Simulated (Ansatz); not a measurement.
`C[BH][GeH2][CH3]` + CH₃NH₂ → `CBNC` + `[CH3][GeH3]`  (cleavage of the B–Ge bond)

Gas-phase electronic energies from Ansatz, PBE0-D4/def2-TZVP geometries. CCSD(T)/CBS adds triple-zeta CCSD(T) − MP2 to the extrapolated MP2 energy (def2 sets, frozen cores). Functionals use def2-TZVPP. B3LYP here is the variant with VWN-RPA as its local correlation; programs differ in this. For Ge outer-core shells are correlated without core-valence functions, which leaves a few kJ/mol of doubt a bond. Scalar relativity is left out up to krypton. Each species was taken in one conformer, which may not be the lowest.

`C[BH][GeH2][CH3]`:

```xyz
13

C     0.946    2.104    0.641
B     0.758    0.821   -0.207
Ge   -0.905   -0.404   -0.093
C    -0.498   -2.301   -0.390
H     0.352    2.169    1.554
H     0.588    2.910   -0.024
H     1.989    2.353    0.851
H     1.582    0.559   -1.042
H    -1.897    0.046   -1.195
H    -1.659   -0.256    1.249
H    -1.415   -2.893   -0.388
H     0.000   -2.431   -1.351
H     0.159   -2.677    0.395
```

CH₃NH₂:

Z-matrix (Å, degrees):
```
C
N 1 1.453
H 1 1.092 2 109.4
H 1 1.100 2 115.4 3 -121.6
H 1 1.092 2 109.4 3 116.8
H 2 1.012 1 110.6 3 62.6
H 2 1.012 1 110.6 3 -179.3
```

`CBNC`:

Z-matrix (Å, degrees):
```
C
B 1 1.569
H 1 1.094 2 114.2
H 1 1.095 2 110.5 3 -121.8
H 1 1.095 2 110.5 3 121.8
N 2 1.389 1 121.9 3 0.2
H 2 1.204 1 121.2 3 -179.8
C 6 1.443 2 127.1 1 180.0
H 6 1.009 2 119.0 1 0.0
H 8 1.090 6 109.0 2 0.0
H 8 1.095 6 111.7 2 -119.4
H 8 1.095 6 111.7 2 119.5
```

`[CH3][GeH3]`:

Cartesian coordinates in Å:
```
C -1.020 0.024 0.181
Ge 0.903 -0.021 -0.160
H -1.572 -0.040 -0.757
H -1.311 -0.815 0.814
H -1.293 0.952 0.684
H 1.291 -1.328 -0.875
H 1.685 0.063 1.163
H 1.318 1.165 -1.050
```

```json
{"level": "PBE-D4", "ΔE (kJ/mol)": "-163.2"}
{"level": "PBE0-D4", "ΔE (kJ/mol)": "-163.6"}
{"level": "B3LYP-D4", "ΔE (kJ/mol)": "-168.5"}
{"level": "MP2/def2-TZVPP", "ΔE (kJ/mol)": "-168.8"}
```

Task: What does CCSD(T)/CBS give? (Estimate.)

Result: Ansatz gave: -162.5 kJ/mol. The listed levels differ from it by -0.7, -1.1, -6.0, -6.3 kJ/mol.

Largest T1 diagnostic among the species: 0.011.
